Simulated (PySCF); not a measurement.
H4OSeSiZn.

```xyz
8

Zn     0.0688     0.0989    -0.1688
Se    -1.0217     0.9978     1.6295
H     -2.2841     0.3523     1.2111
O      0.9387    -0.5036    -1.5957
Si     1.5772    -1.8748    -2.2430
H      0.5115    -2.8513    -2.6379
H      2.4857    -2.5784    -1.2801
H      2.3703    -1.5399    -3.4623
```
Charge 0, spin multiplicity 1.

Geometry: B3LYP-D3(BJ)/def2-SVP. The structure was generated by enumeration; whether it is a known compound was not checked. One conformer was computed; it need not be the lowest.

Method: PBE/pcSseg-1 (PySCF). Non-relativistic, no solvent.

Computed absolute GIAO shielding of each atom: isotropic value and principal components (ppm):
```csv
atom,σ(iso),σ11,σ22,σ33,span
Zn1,1643.1,1211.1,1253.8,2464.3,1253.1
Se2,2309.3,2139.8,2206.8,2581.4,441.6
H3,31.6,20.8,26.6,47.3,26.5
O4,292.2,214.5,293.1,368.9,154.4
Si5,372.2,314.3,323.2,479.2,164.9
H6,25.7,22.2,23.9,31.1,8.9
H7,25.7,22.0,23.9,31.1,9.1
H8,25.8,22.5,23.7,31.4,8.9
```
